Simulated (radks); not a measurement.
The numbers below are computed, except where a source is named.
Valence configurations of Lu I (all share [Xe]). Code: a radial shooting solver on a logarithmic mesh with Libxc functionals. Model: scalar-relativistic Kohn-Sham, PBE, spin-polarised, spherical densities, finite nucleus; open shells are filled with parallel spins first (spin-orbit coupling, left out, can overturn this in heavy ions); Fermi nuclear charge, rms radius 5.37 fm. Energies are relative to 4f14 5d1 6s2; eigenvalues in eV for spin up.

| valence | E (eV) | moment (Bohr magnetons) | e(4f) | e(5d) | e(6p) | e(6s) |
|---|---|---|---|---|---|---|
| 4f14 5d1 6s2 | 0.000 | 1 | -9.601 | -1.951 | - | -4.843 |
| 4f13 5d2 6s2 | 10.221 | 3 | -17.096 | -3.232 | - | -5.326 |
| 4f13 5d1 6s2 6p1 | 12.485 | 3 | -20.604 | -5.435 | -2.566 | -6.795 |
| 4f14 5d1 6s1 6p1 | 2.554 | 3 | -10.872 | -3.188 | -2.302 | -5.989 |
| 4f14 5d2 6s1 | 2.047 | 3 | -8.384 | -1.705 | - | -4.877 |
| 4f14 5d1 6s1.5 6p0.5 | 1.365 | 2 | -10.289 | -2.616 | -1.943 | -5.469 |
| 4f13 5d2 6s1 6p1 | 12.738 | 5 | -18.352 | -4.492 | -2.385 | -6.458 |
| 4f13 5d2.5 6s1 6p0.5 | 11.821 | 5 | -16.789 | -3.499 | -1.938 | -5.786 |
| 4f13.5 5d1.5 6s2 | 4.453 | 2 | -13.278 | -2.596 | - | -5.111 |
| 4f12 5d1 6s2 6p2 | 34.667 | 5 | -32.994 | -9.472 | -3.633 | -8.708 |

NIST lists [Xe] 4f14 5d1 6s2 as the ground configuration; this level of theory agrees among the configurations tried. The energies are those of spherical high-spin densities, not of single terms.
